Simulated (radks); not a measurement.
Results of a calculation; reference values are marked as such.
Problem. The mean radii <r> (bohr) of the occupied orbitals of an atom or ion are listed with their occupations. Code: a radial shooting solver on a logarithmic mesh with Libxc functionals. Model: scalar-relativistic Kohn-Sham, PBE, spin-polarised, spherical densities, finite nucleus; Fermi nuclear charge, rms radius of each element as measured or else 0.836 A^(1/3) + 0.57 fm.

orbital  occ.      <r>
1s          2  0.03916
2s          2   0.1725
2p          6   0.1504
3s          2   0.4920
3p          6   0.4984
3d         10   0.4982
4s          2    1.352
4p          6    1.548

Name the element and its charge. Open shells, if any, are filled with parallel spins first.

Solution. Z = 38, strontium, charge +2: Sr2+ in [Kr]. The 1s radius gives Z: for a bare nucleus <r> = (2 gamma + 1)/(2Z) with gamma = sqrt(1 - (Z/c)^2), 0.03844 bohr for Z = 38, and screening makes it slightly larger (0.03916 here). The occupations add up to 36, and the charge is Z minus that.
